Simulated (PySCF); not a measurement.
**Ions at one geometry of [TlF2]+**

PySCF 2.14.0, RKS PBE0, Tl def2-SVP with ECP60, F def2-SVP; non-relativistic Hamiltonian with scalar-relativistic core potentials where named; density fitting; no spin-orbit coupling; singlets restricted, open shells unrestricted. The geometry is relaxed for charge +1, singlet, vacuum:

```xyz
3

Tl    0.0000    0.0000    0.3955
F     1.9236    0.0000    0.3965
F    -1.9236    0.0000    0.3965
```

Energies count from the relaxed state; an electron taken off or put on is at rest in vacuum. Charges and spins are Mulliken's.

```tsv
state	energy (eV)	spin squared	charge on Tl1 (e)	spin on Tl1 (e)	dipole about the centre of mass (D)
charge +1, singlet, vacuum	0.00	0.00	1.48	0.00	0.00
charge 0, doublet, vacuum	-8.71	0.75	0.78	0.51	0.00
```

Problem. What does the state charge +2, doublet, vacuum give?

Solution. energy (eV) 20.85, spin squared 0.76, charge on Tl1 (e) 1.88, spin on Tl1 (e) -0.05, dipole about the centre of mass (D) 0.00.

With an electron taken off (doublet) the charges change, summed by element, by Tl +0.40 e, F +0.60 e. The vertical ionisation energy is 20.85 eV, against −ε(HOMO) = 18.10 eV of the relaxed state. The level lies 2.7 eV too high, as is usual for semilocal functionals and global hybrids, which keep a self-interaction error.

With an electron put on (doublet) the charges change, summed by element, by Tl -0.70 e, F -0.30 e. The vertical electron affinity is 8.71 eV, against −ε(LUMO) = 11.37 eV of the relaxed state.

Open shells may have lower solutions than those found.
